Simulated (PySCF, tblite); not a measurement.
Species: C2H10F2SSi3.
Z-matrix (Å and degrees, GFN2-xTB geometry), rows numbered from 1:
```
C 
S   1  1.8177
C   2  1.8175  1   99.77
F   3  1.3738  2  108.98  1   -56.22
F   3  1.3617  2  109.64  1    57.07
Si  3  1.9444  2  111.48  1  -177.76
Si  6  2.3192  3  105.47  2    63.62
Si  7  2.3276  6  116.56  3    27.00
H   1  1.0864  2  108.96  3   -61.00
H   1  1.0863  2  109.03  3    60.39
H   1  1.0846  2  106.56  3   179.71
H   6  1.4652  3  101.83  2   -64.05
H   6  1.4676  3  100.62  2  -173.16
H   7  1.4741  6  105.57  3   151.93
H   7  1.4726  6  107.19  3   -98.15
H   8  1.4662  7  111.86  6   177.90
H   8  1.4635  7  111.67  6    57.88
H   8  1.4631  7  111.18  6   -62.93
```

Computed, not measured: PBE0/pcSseg-1 in PySCF (dipole) on a GFN2-xTB geometry, gas phase.

Take the most abundant isotopes and a rigid rotor. The values belong to one conformer with, in the numbering `[CH3:1][S:2][C:3]([F:4])([F:5])[SiH2:6][SiH2:7][SiH3:8]`, C1–S2–C3–F4 -56°, S2–C3–Si6–Si7 64°, C3–Si6–Si7–Si8 27°.

Task: What are A, B and C (cm⁻¹)?

Result: Ia = 390.74, Ib = 744.31, Ic = 903.56 u·Å²; 505379 MHz·u·Å²/I gives 1293, 679.0 and 559.3 MHz, that is A = 0.04314, B = 0.02265, C = 0.01866 cm⁻¹.

Task: Classify the top.

Result: An asymmetric top; Ray's κ = -0.674.

Task: What does the inertial defect say?

Result: Not planar: Δ = Ic − Ia − Ib = -231.49 u·Å². For a rigid frame Δ = −2 Σ m c², so Σ m c² = 115.74 u·Å² lies off the ab plane: 11.96 from hydrogen and 103.79 from heavier atoms. The atom farthest from that plane is 2.05 Å away.

Task: Give the other two planar moments, Paa and Pbb, and the rms extents of the mass along the axes.

Result: Paa = Σ m a² = (Ib + Ic − Ia)/2 = 628.57 and Pbb = Σ m b² = (Ia + Ic − Ib)/2 = 274.99 u·Å². With the mass M = 187.98 u, the rms extents √(P/M) along a, b and c are 1.83, 1.21, 0.78 Å.

Task: Give the coordinates in the principal-axis frame, origin at the centre of mass.

Result: The sense of each axis is arbitrary; atoms in the order of the calculation.
| atom | mass (u) | a (Å) | b (Å) | c (Å) |
| --- | --- | --- | --- | --- |
| C1 | 12.000 | 2.594 | 1.771 | 0.303 |
| S2 | 31.972 | 1.408 | 0.631 | 1.076 |
| C3 | 12.000 | 1.057 | -0.455 | -0.339 |
| F4 | 18.998 | 0.612 | 0.311 | -1.390 |
| F5 | 18.998 | 2.218 | -1.001 | -0.796 |
| Si6 | 27.977 | -0.271 | -1.802 | 0.110 |
| Si7 | 27.977 | -2.212 | -0.624 | 0.584 |
| Si8 | 27.977 | -2.452 | 1.447 | -0.452 |
| H9 | 1.008 | 3.460 | 1.206 | -0.032 |
| H10 | 1.008 | 2.111 | 2.275 | -0.529 |
| H11 | 1.008 | 2.879 | 2.486 | 1.067 |
| H12 | 1.008 | 0.424 | -2.577 | 1.141 |
| H13 | 1.008 | -0.243 | -2.625 | -1.105 |
| H14 | 1.008 | -3.320 | -1.537 | 0.251 |
| H15 | 1.008 | -2.297 | -0.497 | 2.049 |
| H16 | 1.008 | -3.733 | 2.078 | -0.120 |
| H17 | 1.008 | -2.393 | 1.332 | -1.909 |
| H18 | 1.008 | -1.403 | 2.375 | -0.027 |

Task: Which types of transition are allowed, and where do some lines up to J = 3 fall?

Result: The dipole components are |μa| = 0.42 D, |μb| = 0.49 D, |μc| = 0.47 D. Intensities carry the squares of the components, which stand as 0.74 : 1.00 : 0.92 (a : b : c). Some lines, for components of 0.1 D or more:

```
type  branch         J(Ka,Kc)   MHz  lower level (cm⁻¹)
   a       Q  2(1,1) ← 2(1,2)   359               0.140
   a       Q  3(1,2) ← 3(1,3)   717               0.258
   b       Q  3(1,2) ← 3(0,3)  1100               0.245
   b       Q  3(2,1) ← 3(1,2)  1752               0.282
   b       R  1(1,1) ← 0(0,0)  1853               0.000
   b       Q  2(2,0) ← 2(1,1)  1859               0.152
   b       Q  3(2,2) ← 3(1,3)  2391               0.258
   c       Q  3(3,1) ← 3(2,1)  3303               0.340
   b       Q  3(3,1) ← 3(2,2)  3381               0.338
   a       R  3(1,3) ← 2(1,2)  3526               0.140
   a       R  3(2,2) ← 2(2,1)  3715               0.214
   a       R  3(2,1) ← 2(2,0)  3777               0.214
   a       R  3(1,2) ← 2(1,1)  3884               0.152
   b       R  2(2,1) ← 1(1,0)  4440               0.066
   c       R  2(2,0) ← 1(1,0)  4455               0.066
   c       R  2(2,1) ← 1(1,1)  4559               0.062
   c       R  3(1,2) ← 2(0,2)  4753               0.123
   b       R  3(3,1) ← 2(2,0)  7080               0.214
   b       R  3(3,0) ← 2(2,1)  7097               0.214
```

Its GFN2-xTB frequencies are all real (lowest 24 cm⁻¹). No vibrational averaging or centrifugal distortion is included, and the geometry carries the error of its method. A rigid rotor knows nothing of internal rotation, which can split or shift real lines.

Hardware: Arm Neoverse N1, one thread, no GPU, shared host with 64 logical CPUs at a one-minute load of 62. Cost: 76 s wall, 0.95 GiB resident at most. This is the PBE0/pcSseg-1 job that gave the dipole, with the shieldings it also computed.
